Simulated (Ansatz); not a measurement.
Consider the isomerisation: `O[SiH2][NH][GeH3]` → `N[SiH2][GeH2][OH]`.

Gas-phase electronic energies from Ansatz, PBE0-D4/def2-TZVP geometries. CCSD(T)/CBS adds triple-zeta CCSD(T) − MP2 to the extrapolated MP2 energy (def2 sets, frozen cores). Functionals use def2-TZVPP. For Ge outer-core shells are correlated without core-valence functions, which leaves a few kJ/mol of doubt a bond. Scalar relativity is left out up to krypton. One conformer a species, not always the lowest.

```
             level  ΔE (kJ/mol)  difference from CCSD(T)/CBS
         r2SCAN-D4         81.3                         -7.2
           ωB97X-V         83.5                         -5.0
           ωB97M-V         86.7                         -1.8
            B2PLYP         87.5                         -1.0
    MP2/def2-TZVPP         94.6                          6.1
   CCSD/def2-TZVPP         91.5                          3.0
    MP2/def2-QZVPP         94.4                          5.9
SCS-MP2/def2-QZVPP         95.5                          7.0
      HF/CBS(def2)        104.4                         15.9
    CCSD/CBS(def2)         89.9                          1.4
       CCSD(T)/CBS         88.5                            0
```

Largest T1 diagnostic among the species: 0.011.

From PBE to PBE0 (25 % exact exchange), in def2-TZVPP and without D4, ΔE moves by +7.6 kJ/mol. In def2-TZVPP, CCSD(T) changes the Hartree–Fock value by −12.2 kJ/mol (the triples alone add −1.4 kJ/mol) and MP2 by −7.6 kJ/mol.

CCSD(T)/CBS has its own doubt, a few kJ/mol and more with outer-core shells, so smaller differences from it don't rank the levels.
